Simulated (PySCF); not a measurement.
F6Si2, triplet, at the geometry of the source list (a higher spin typed on purpose: for a closed-shell molecule this is an excited state). Base run: PBE/6-31G** (PySCF).

PySCF was given this input:
```python
from pyscf import gto, scf, dft

mol = gto.M(
    atom='''
F     1.904600   -0.277000   -1.236200
Si    1.115600   -0.064700    0.119500
F     1.778100    1.223300    0.758000
F     1.603800   -1.252800    1.044400
Si   -1.115600    0.064700   -0.119500
F    -1.603800    1.252800   -1.044400
F    -1.778100   -1.223300   -0.758000
F    -1.904600    0.277000    1.236200
''',
    basis='6-31g**',
    charge=0,
    spin=2,
    verbose=4,
)

mf = dft.UKS(mol)
mf.xc = 'pbe'
mf.kernel()
```

The base run was repeated with changes; each row names its change, and settings that it needs were set with it.

| change | ΔE vs base (mEh) | fitting functions |
|---|---|---|
| base | 0.000 | - |
| auxbasis = even-tempered beta=2.0 | -0.500 | 1098 |
| auxbasis = cc-pvtz-jkfit | -0.095 | 716 |
| auxbasis = even-tempered beta=1.6 | -0.028 | 1608 |
| auxbasis = def2-universal-jfit | -0.303 | 396 |
| auxbasis = cc-pvdz-jkfit | -0.139 | 644 |
| auxbasis = cc-pvqz-jkfit | -0.073 | 932 |
| auxbasis = even-tempered beta=3.0 | -2.339 | 706 |
| auxbasis = autoaux | -0.263 | 1030 |
| auxbasis = default (with mf = mf.density_fit()) | -0.139 | 644 |

A fitting set is made for a task (jfit for Coulomb, jkfit for Coulomb and exchange, ri for correlation) and for a family of orbital bases.

Open shells are given as the SCF converged; they aren't shown to be the lowest states, and a large step between rows can be another state.
